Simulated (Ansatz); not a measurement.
Geometry optimisation, Ansatz 0.2.0, RKS r2SCAN/def2-SVP.

Input file:

```yaml
crystal:
  periodic: [false, false, false]
  atoms:
    - { symbol: Ga, position_ang: [-1.417317, -0.556667, -0.269985] }
    - { symbol: Cl, position_ang: [0.952569, 0.955392, -2.41075] }
    - { symbol: H, position_ang: [-1.576753, -1.95352, -0.95537] }
    - { symbol: H, position_ang: [-2.548592, 0.516378, -0.421914] }
    - { symbol: H, position_ang: [1.379714, 1.137397, -1.183051] }
    - { symbol: Si, position_ang: [0.463703, -0.106439, 1.062785] }
    - { symbol: H, position_ang: [1.716487, -0.745051, 0.530316] }
    - { symbol: H, position_ang: [0.748665, 1.366711, 1.186175] }
    - { symbol: H, position_ang: [0.281422, -0.614199, 2.461895] }
basis:
  gaussian: { orbitals: def2-SVP }
hamiltonian:
  xc: r2scan
relax:
  f_tol: 0.03
  max_steps: 50
```

Launched with:

```bash
$ ansatz run input.yaml --threads 2 --pin off --max-ram 3072MiB --backend cpu --events-out ev --progress --plain --runs-dir out
```

Question: Where does it end, and by what steps?

Answer: It converged. The force dipped under the threshold on the way, but the program's further checks kept it going. After 9 steps the energy has fallen by 0.204 eV; H5 moved furthest, 0.78 Å. Joined: Ga1–Cl2.

```csv
step,energy less start (eV),largest force component (eV/Å),accepted
0,0.0000,0.710,yes
1,-0.0565,1.070,yes
2,-0.1148,0.649,yes
3,-0.1662,0.426,yes
4,-0.1797,0.333,yes
5,-0.1877,0.301,yes
6,-0.1999,0.069,yes
7,-0.2022,0.034,yes
8,-0.2030,0.021,yes
9,-0.2036,0.020,yes
```

```xyz
9
Properties=species:S:1:pos:R:3
Ga -1.172 -0.486 -0.424
Cl 0.456 0.684 -2.332
H -1.333 -1.821 -1.226
H -2.301 0.600 -0.517
H 0.871 1.614 -1.536
Si 0.561 -0.220 1.227
H 1.733 -1.131 1.015
H 1.104 1.183 1.161
H 0.081 -0.422 2.632
```

The run took 34 s on 2 threads of Arm Neoverse V2 (shared host), peak memory 0.16 GiB.
